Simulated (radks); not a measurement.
Task: The mean radii <r> (bohr) of the occupied orbitals of an atom or ion are listed with their occupations. All-electron calculation, Dirac Kohn-Sham, LDA (Slater exchange, Perdew-Wang correlation), spin-unpolarised, spherical densities, point nucleus. Program: a radial shooting solver on a logarithmic mesh with Libxc functionals.

orbital  occ.      <r>
1s1/2       2  0.01867
2s1/2       2  0.07838
2p1/2       2  0.06489
2p3/2       4  0.07273
3s1/2       2   0.2045
3p1/2       2   0.1944
3p3/2       4   0.2090
3d3/2       4   0.1830
3d5/2       6   0.1875
4s1/2       2   0.4589
4p1/2       2   0.4646
4p3/2       4   0.4980
4d3/2       4   0.5167
4d5/2       6   0.5283
5s1/2       2    1.091
5p1/2       2    1.197
5p3/2       4    1.292
4f5/2       6   0.6295
4f7/2       8   0.6397
5d3/2       1    1.710

Name the element and its charge. Open shells, if any, fill j = l - 1/2 first.

Result: Z = 73, tantalum, charge +4: Ta4+ in [Xe] 4f14 5d1. The 1s radius gives Z: for a bare nucleus <r> = (2 gamma + 1)/(2Z) with gamma = sqrt(1 - (Z/c)^2), 0.01844 bohr for Z = 73, and screening makes it slightly larger (0.01867 here). The occupations add up to 69, and the charge is Z minus that.
